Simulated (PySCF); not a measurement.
Species: C7H3N3.
Numbering: `[H]/[N:8]=[C:7](\[C:4](=[CH:3]\[C:2]#[CH:1])[C:5]#[N:6])[C:9]#[N:10]` (hydrogens: H11 on C1; H12 on C3; H13 on N8)

Structure optimised with GFN2-xTB, isolated species.

Q: Give the optimised bond lengths and angles.

A: 
| bond | length (bohr) |
| --- | --- |
| C1≡C2 | 2.275 |
| C2–C3 | 2.642 |
| C3=C4 | 2.561 |
| C4–C5 | 2.674 |
| C5≡N6 | 2.166 |
| C4–C7 | 2.792 |
| C7=N8 | 2.391 |
| C7–C9 | 2.710 |
| C9≡N10 | 2.162 |
| C1–H11 | 1.983 |
| C3–H12 | 2.048 |
| N8–H13 | 1.924 |

A selection of angles:
| angle | degrees |
| --- | --- |
| C2–C1–H11 | 179.7 |
| C1–C2–C3 | 179.7 |
| C2–C3–C4 | 122.8 |
| C2–C3–H12 | 117.0 |
| C4–C3–H12 | 120.3 |
| C3–C4–C5 | 121.0 |
| C3–C4–C7 | 123.1 |
| C5–C4–C7 | 115.8 |
| C4–C5–N6 | 177.1 |
| C4–C7–N8 | 127.7 |
| C4–C7–C9 | 115.2 |
| N8–C7–C9 | 117.2 |
| C7–N8–H13 | 115.8 |
| C7–C9–N10 | 178.7 |

Dihedral angles: C2–C3–C4–C5 0° (synperiplanar); C3–C4–C7–N8 180° (antiperiplanar); H13–N8–C7–C4 0° (synperiplanar).

N8 (imine nitrogen) is bent (angle 115.8°). The C–C distances run from 1.204 Å (C1≡C2, drawn triple) to 1.477 Å (C4–C7, drawn single), a spread of 0.273 Å. The 10 heavy atoms lie in one plane (0.002 Å rms). Of the pairs four or more bonds apart, C9···H12 is among the closest relative to their van der Waals radii: 2.48 Å, 85 % of the sum of Bondi's values. The C–N distances run from 1.144 Å (C9≡N10, drawn triple) to 1.265 Å (C7=N8, drawn double), a spread of 0.121 Å.

Point group: Cs (every atom within 0.08 Å of its image). Not checked by GFN2-xTB frequencies. The numbers are those of one conformer.

All values are computed, not measured.
